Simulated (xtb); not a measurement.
xtb input:

```bash
xtb mol.xyz --gfnff --opt tight --chrg 0 --uhf 0
```
mol.xyz:
```
7

C     -1.23321443    -0.03460907     0.11107650
Al     0.71260294     0.02567888    -0.06609284
H     -1.68313582    -0.63112520    -0.68859724
H     -1.51404125    -0.52507473     1.04958703
H     -1.69868486     0.95246504     0.10126852
H      1.53194824    -1.32317270    -0.20719139
H      1.49936195     1.40073666    -0.06231890
```

**Question.** What final total energy does it print?

**Answer.** -0.71515 Eh (GFN-FF).
